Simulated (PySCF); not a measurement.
**Dipole response of As⁺ (arsenic, charge +1)**

[Ar] 3d10 4s2 4p2, high-spin 3P determinant. All numbers are calculated (PySCF 2.14, the spin-free X2C one-electron Hamiltonian (Gaussian nucleus), in x2c-QZVPPall with one added diffuse shell each of s, p, d, f type (12s9p6d5f1g, 113 functions)). Coupled (time-dependent) response in atomic units; α is the mean over directions.

```
   method  mean α (bohr³)         α xx, yy, zz  C₆ (like pair)  S(−4)
CAM-B3LYP           16.40  15.13, 17.04, 17.04           99.42  79.66
```

S(−4) is the Cauchy moment in α(ω) = α(0) + S(−4) ω² + …

Spin-orbit coupling is absent.

α(iu) at CAM-B3LYP:

```
u (hartree)  α(iu) (bohr³)
          0          16.40
     0.0500          16.21
      0.100          15.65
      0.200          13.80
      0.300          11.61
      0.500          7.877
      0.750          5.025
       1.00          3.454
       1.50          1.962
       2.00          1.309
       3.00         0.7495
       5.00         0.3756
```

A single London oscillator, α(iu) = α/(1 + u²/ω²), gives C₆ = (3/4) ω α². Matching the computed C₆ needs ω = 4 × 99.42 / (3 × 16.40²) = 0.493 hartree.

For an ion, C₆ is the dispersion term alone; charge-induced terms of lower order in 1/R come first.

The components differ because the open shell of this determinant is not spherical; for a pure term their mean is the scalar polarisability.
